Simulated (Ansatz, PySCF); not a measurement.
(Z)-1-bromobut-1-en-3-yne (C4H3Br), SMILES C(/C=C\Br)#C. Atoms are numbered in the order given.

```xyz
8

C     -1.0710     2.7039     0.0000
C     -0.0598     2.0316     0.0000
C      1.1419     1.2761     0.0000
C      1.2411    -0.0650     0.0000
Br    -0.2325    -1.2372     0.0000
H     -1.9714     3.2886     0.0000
H      2.0846     1.8368     0.0000
H      2.2055    -0.5747     0.0000
```
Charge 0, spin multiplicity 1.

The structure is a stationary point at B3LYP-D3(BJ)/def2-SVP.

Two levels are set side by side: PBE-D3(BJ)/def2-SVP (Ansatz, a first-principles code) and B3LYP-D3(BJ)/def2-SVP (Ansatz). Each level has its own optimised geometry; the coordinates shown are those of the second. Frequencies come from the Hessian of PySCF at each geometry. Differences are taken from unrounded values.

```csv
quantity,B3LYP-D3(BJ),PBE-D3(BJ),PBE-D3(BJ) minus B3LYP-D3(BJ)
mean bond length (Å),1.303,1.309,0.006
bond C1–C2 (Å),1.214,1.227,0.012
bond C2–C3 (Å),1.420,1.417,-0.003
bond C3–C4 (Å),1.345,1.357,0.012
bond C4–Br5 (Å),1.883,1.879,-0.004
bond C1–H6 (Å),1.074,1.081,0.007
bond C3–H7 (Å),1.097,1.105,0.009
bond C4–H8 (Å),1.091,1.099,0.008
highest harmonic wavenumber (cm⁻¹),3471,3407,-63
mean harmonic wavenumber (cm⁻¹),1264,1226,-38
zero-point energy (kcal/mol),32.53,31.55,-0.98
```

GGA bonds tend to be longer and softer than those of functionals with exact exchange. Differences between two approximate levels are no errors against the true value.
